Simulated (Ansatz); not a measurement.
Geometry optimisation, RKS PBE/def2-SVP in Ansatz.

input.yaml

```yaml
crystal:
  periodic: [false, false, false]
  atoms:
    - { symbol: C, position_ang: [-0.85568, 0.60448, 1.77991] }
    - { symbol: "N", position_ang: [-0.4541, 0.55161, 0.60987] }
    - { symbol: B, position_ang: [-0.01533, 0.46881, -0.65076] }
    - { symbol: C, position_ang: [0.76346, -0.82926, -1.14854] }
    - { symbol: H, position_ang: [-1.84376, 0.24539, 2.06378] }
    - { symbol: H, position_ang: [-0.24204, 1.01847, 2.5786] }
    - { symbol: H, position_ang: [-0.22262, 1.37334, -1.36762] }
    - { symbol: H, position_ang: [0.89614, -1.57368, -0.36793] }
    - { symbol: H, position_ang: [1.7473, -0.56081, -1.52678] }
    - { symbol: H, position_ang: [0.22663, -1.29836, -1.97053] }
basis:
  gaussian: { orbitals: def2-SVP }
hamiltonian:
  xc: pbe
relax:
  f_tol: 0.015
  max_steps: 40
output:
  orbitals: {}
```

Launched with:

```bash
$ ansatz run input.yaml --threads 1 --pin off --max-ram 2048MiB --backend cpu --events-out ev --progress --plain --runs-dir out
```

Where does it end, and by what steps?

It converged. After 8 steps the energy has fallen by 0.119 eV; H8 moved furthest, 0.09 Å.

```
step  energy less start (eV)  largest force component (eV/Å)  accepted
   0                  0.0000                           1.163       yes
   1                 -0.1011                           0.436       yes
   2                  0.2474                           2.662        no
   3                 -0.1076                           0.318       yes
   4                 -0.0481                           1.186        no
   5                 -0.1192                           0.065       yes
   6                 -0.1188                           0.052        no
   7                 -0.1194                           0.024       yes
   8                 -0.1194                           0.002       yes
```

```xyz
10
Properties=species:S:1:pos:R:3
C -0.880 0.633 1.821
N -0.458 0.531 0.642
B 0.000 0.422 -0.642
C 0.782 -0.851 -1.174
H -1.898 0.286 2.113
H -0.259 1.078 2.632
H -0.231 1.376 -1.374
H 0.931 -1.642 -0.414
H 1.776 -0.545 -1.566
H 0.238 -1.290 -2.038
```

Whether the end is a true minimum wasn't checked by a vibrational analysis.

The run took 19 s on 1 thread of Arm Neoverse V2, with other jobs on the host, peak memory 0.12 GiB.
